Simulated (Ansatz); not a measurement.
Reaction (hydrogenolysis of the Si–Br bond): `O[Si](Cl)(Br)Br` + H₂ → `O[SiH](Cl)Br` + HBr

Isolated molecules relaxed with PBE0-D4/def2-TZVP in Ansatz; ΔE leaves out vibrations. CBS: MP2 limit from def2 TZ/QZ plus the TZ coupled-cluster correction, frozen cores. This one scheme is used for every species. Functionals use def2-TZVPP. B3LYP here is the variant with VWN-RPA as its local correlation; programs differ in this. HSE06 is defined as in plane-wave codes. For Br outer-core shells are correlated without core-valence functions, which leaves a few kJ/mol of doubt a bond. Scalar relativity is left out up to krypton. Each species was taken in one conformer, which may not be the lowest.

Problem. Is it downhill or uphill in electronic energy at CCSD(T)/CBS, and by how much? (An estimate is asked.)

Solution. Ansatz gave: Uphill: ΔE = +16.0 kcal/mol.

Problem. What do these levels give: BLYP-D4, r2SCAN-D4, B97M-V, B3LYP-D4, CAM-B3LYP-D4, PBE-QIDH, HSE06, HF/def2-SVP, MP2/def2-SVP, CCSD/def2-SVP, CCSD/def2-TZVPP, HF/CBS(def2)? (Best estimate.)

Solution. Computed: BLYP-D4 15.8, r2SCAN-D4 16.5, B97M-V 15.3, B3LYP-D4 15.3, CAM-B3LYP-D4 13.7, PBE-QIDH 15.5, HSE06 14.0, HF/def2-SVP 7.3, MP2/def2-SVP 13.7, CCSD/def2-SVP 10.0, CCSD/def2-TZVPP 12.9, HF/CBS(def2) 9.5 kcal/mol.

Problem. What do rigid-rotor, harmonic-oscillator terms from PBE0-D4/def2-TZVP frequencies (298.15 K, 1 bar) make of the CCSD(T)/CBS value? (Estimate.)

Solution. Ansatz gave: ΔZPE = +2.2 kcal/mol, ΔH = +17.2 kcal/mol, ΔS = 25 J/(mol·K), ΔG = +15.5 kcal/mol.

Largest T1 diagnostic among the species: 0.009.

Leaving LDA and LC-ωPBE aside and taking each functional with its dispersion term where it has one, the values, not all of them listed here, spread over 3.8 kcal/mol, from CAM-B3LYP-D4 to revPBE-D4. LDA lies +0.8 kcal/mol from PBE without D4. The D4 term adds +3.4 kcal/mol with B3LYP and +1.8 kcal/mol with PBE0; it sums over pairs of atoms, weighted by their polarisabilities, and B3LYP, whose exchange is more repulsive, gets the larger term. In def2-TZVPP, CCSD(T) changes the Hartree–Fock value by +4.4 kcal/mol (the triples alone add +1.2 kcal/mol) and MP2 by +7.6 kcal/mol.
